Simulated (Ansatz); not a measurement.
**GeF2 (SMILES [F][Ge][F]): methods side by side**

GeF2 has 3 atoms, charge 0, and is taken as a singlet. SMILES: `[F][Ge][F]`. Geometry: relaxed at PBE0-D4/def2-TZVP.

```xyz
3

F    -0.6759   -1.1018   -0.4975
Ge    0.6375   -0.2952    0.3202
F     0.0276    1.3321    0.1641
```

Quantity: the energy change with the F1–Ge2 bond stretched from 1.745 to 3.490 Å, in eV. The values are calculated.

| level | kind | program | value (eV) | less FCI/STO-3G | CPU time (all runs) |
| --- | --- | --- | --- | --- | --- |
| HF/STO-3G (restricted) | Hartree–Fock | Ansatz | 9.05 | +4.98 | 0.44 s |
| BLYP/STO-3G (restricted) | GGA | Ansatz | 6.19 | +2.12 | 7.8 s |
| r2SCAN/STO-3G (restricted) | meta-GGA | Ansatz | 6.55 | +2.48 | 23 s |
| BHLYP/STO-3G (restricted) | global hybrid | Ansatz | 7.85 | +3.78 | 3 s |
| wB97X/STO-3G (restricted) | range-separated hybrid | Ansatz | 7.86 | +3.79 | 12 s |
| B2PLYP/STO-3G (restricted) | double hybrid | Ansatz | 5.88 | +1.81 | 4.2 s |
| CCSDT(Q)/STO-3G (restricted) | coupled cluster or CI | Ansatz | 4.07 | 0.00 | 3.7 s |
| FCI/STO-3G | exact in the basis | Ansatz | 4.07 | 0.00 | 4.6 s |

FCI/STO-3G is exact within its basis and frozen core, so for wave-function methods in that basis the difference is their error; functionals converge differently with the basis, so for them it is only a difference. A spin-restricted reference rises too steeply as a bond breaks; here HF/STO-3G, BLYP/STO-3G, r2SCAN/STO-3G, BHLYP/STO-3G, wB97X/STO-3G, B2PLYP/STO-3G lie well above the multireference or unrestricted value. All-electron rows without a relativistic Hamiltonian named are non-relativistic. The first shape isn't each level's own minimum. The values span 4.07 to 9.05 eV. All rows use very small basis sets, so none should be taken for the real molecule's value. In the correlated wave-function rows the outer d shell of Ge is correlated, in sets not made for it. In so small a basis fixed costs decide the times, and correlated methods can beat functionals. CPU times are rough (shared hosts, several kinds of processor and program).
